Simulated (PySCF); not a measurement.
Correlation energy of V⁺ (vanadium, charge +1)

[Ar] 3d3 4p1, one real determinant (an excited configuration). Calculation: PySCF 2.14, in aug-cc-pVTZ (8s7p5d3f2g, 93 functions); the non-relativistic Hamiltonian (point nucleus). Frozen: [Ar]; 4 electrons correlated.

```tsv
level	correlation energy (mhartree)
CCSD	-31.23
(T)	-0.73
CCSD(T)	-31.96
```

Diagnostics: T1 = 0.011, D1 = 0.0239, largest double amplitude 0.068.

The real determinant used has ⟨L²⟩ near 14 against 20 for a pure G term, so it mixes terms.

Cost of the coupled-cluster step: roughly 25 core-seconds, for 4 correlated electrons.

The reference is one real determinant that mixes LS terms of this configuration.
